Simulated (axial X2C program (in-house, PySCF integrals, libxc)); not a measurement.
AlBr⁺: properties at the nuclei

Computed with an axial X2C code built on PySCF integrals: two-component X2C with atomic mean-field Coulomb and Gaunt terms, Gaussian nuclei, basis Br dyall-cv3z, Al dyall-v3z with contracted cores.

R = 2.186 Å (near the PBE0 minimum at charge 1 of the determinant lowest at the starting distance; the state shown can have its own minimum elsewhere).

Determinant lowest in the PBE0 search, Ω = 1/2 (⟨Sz⟩ = 0.50, ⟨Lz⟩ = 0.00 at PBE0), spin on the atoms Br 0.11, Al 0.39:

| level | Eeff magnitude (GV/cm) | Ws magnitude Br (kHz) | Ws magnitude Al (kHz) | A∥/gI Br (MHz) | qzz Br (a.u.) | A∥/gI Al (MHz) | qzz Al (a.u.) |
| --- | --- | --- | --- | --- | --- | --- | --- |
| PBE0 | 0.833 | 0.563 | 0.149 | 209 | 4.63 | 1390 | -0.83 |
| HF | 1.07 | 0.747 | 0.167 | 195 | 4.29 | 1480 | -1.05 |
| B3LYP | 0.779 | 0.51 | 0.152 | 227 | 4.77 | 1410 | -0.80 |
| BP86 | 0.736 | 0.484 | 0.143 | 231 | 4.57 | 1390 | -0.75 |
| PBE | 0.717 | 0.47 | 0.142 | 227 | 4.61 | 1350 | -0.75 |

Determinant 2.40 eV from it at PBE0 and this distance, Ω = 3/2 (⟨Sz⟩ = 0.50, ⟨Lz⟩ = 1.00 at PBE0), spin on the atoms Br 0.49, Al 0.01:

| level | Eeff magnitude (GV/cm) | Ws magnitude Br (kHz) | A∥/gI Br (MHz) | qzz Br (a.u.) | A∥/gI Al (MHz) | qzz Al (a.u.) |
| --- | --- | --- | --- | --- | --- | --- |
| PBE0 | 0.194 | 0.0466 | 631 | -4.78 | 6.26 | -0.77 |
| HF | 0.328 | 0.0845 | 636 | -4.80 | 8.51 | -0.79 |
| B3LYP | 0.162 | 0.0374 | 649 | -4.89 | 6.66 | -0.78 |
| BP86 | 0.156 | 0.0359 | 641 | -4.86 | 6.02 | -0.77 |
| PBE | 0.162 | 0.0378 | 629 | -4.81 | 6.05 | -0.77 |

Eeff is the effective electric field on the electron electric dipole moment in this Ω state and Ws the scalar–pseudoscalar constant of the nucleus named (defined with the proton number Z and per Ω); A∥ (defined per Ω) follows by multiplying with gI = μI/(I μN); qzz is the electric field gradient, eQq0 = 234.96 MHz × Q/barn × qzz. The operators were transformed with the bare-nucleus X2C matrices; with these basis sets, hyperfine constants and field gradients can be off by tens of per cent, and where levels differ in sign neither size nor sign is settled.

**Question.** With gI(79Br) = 1.4043, Q(79Br) = 0.3087 barn, gI(27Al) = 1.4566, Q(27Al) = 0.1466 barn (g factors from the IAEA table of nuclear moments by Stone; Q from Pyykkö, Mol. Phys. 2018), turn the PBE0 values of the first state into constants in MHz.

**Answer.** A∥(79Br) = 209 × 1.4043 = 293 MHz; eQq0(79Br) = 234.96 × (0.3087) × (4.63) = 336 MHz; A∥(27Al) = 1390 × 1.4566 = 2020 MHz; eQq0(27Al) = 234.96 × (0.1466) × (-0.83) = -28.6 MHz.

Each state is one determinant with collinear spin. Unrestricted Hartree–Fock can overshoot spin polarisation at the nuclei. Where Eeff spreads by more than a factor of two the levels disagree and none is to be relied on. The search compared states at one distance, so a state with another bond length can lie lower. PBE0 term energies can be off by some tenths of an eV.
